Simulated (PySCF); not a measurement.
A species of formula C5H6F2O2 has this rotational fingerprint, computed with PBE0/def2-SVPD in PySCF (dipole) on a GFN2-xTB geometry, gas phase:

```
Rotational constants : A = 2415, B = 1498, C = 1214 MHz
Dipole components    : |μa| = 2.44 D, |μb| = 2.34 D, |μc| = 0.10 D
Inertial defect      : -130.24 u·Å²
κ                    : -0.53
```

Problem. Which structure is it? (One computed conformer of each.)
A. `[CH3:1][O:2]/[C:3]([CH3:4])=[C:5](/[F:6])[C:7](=[O:8])[F:9]` with C1–O2–C3–C4 0°, C3–C5–C7–O8 0°
B. `FC1(C2(CO1)COC2)F`
C. `[F:1][CH:2]([F:3])[O:4][C@H:5]1[CH:6]=[CH:7][O:8][CH2:9]1` with F1–C2–O4–C5 -58°, C2–O4–C5–C6 89°
D. `[O:1]=[C:2]1[CH2:3][CH2:4][O:5][C@H:6]1[CH:7]([F:8])[F:9]` with O5–C6–C7–F8 79°, O1–C2–C3–C4 174°, C2–C3–C4–O5 24°, C3–C4–O5–C6 -33°, C4–O5–C6–C7 -91°
E. `[CH3:1][CH2:2][O:3][C:4](=[O:5])[CH:6]=[C:7]([F:8])[F:9]` with C1–C2–O3–C4 -81°, C2–O3–C4–O5 -1°, O3–C4–C6–C7 -3°

Solution. D. It is O=C1CCO[C@H]1C(F)F, an asymmetric top, point group C1. The candidates at the same level (rigid rotor, commonest isotopes):

```tsv
SMILES	A (MHz)	B (MHz)	C (MHz)	μa (D)	μb (D)	μc (D)	Δ (u·Å²)	point group	rotor
O=C1CCO[C@H]1C(F)F	2415	1498	1214	2.44	2.34	0.10	-130.24	C1	asymmetric top
FC1(F)OCC12COC2	2708	1407	1322	1.35	2.22	0.00	-163.45	Cs	asymmetric top
CCOC(=O)C=C(F)F	3393	896.2	753.2	0.34	1.35	0.08	-41.84	C1	asymmetric top
FC(F)O[C@H]1C=COC1	3978	1014	881.5	0.66	0.29	0.10	-51.94	C1	near-prolate asymmetric top
CO/C(C)=C(/F)C(=O)F	2632	1193	829.4	6.09	1.91	0.00	-6.35	Cs	asymmetric top
```

`CO/C(C)=C(/F)C(=O)F` has C 32 % too low; `FC1(F)OCC12COC2` has A 12 % too high; `CCOC(=O)C=C(F)F` has A 41 % too high; `FC(F)O[C@H]1C=COC1` has A 65 % too high. No structure here is proved a minimum.
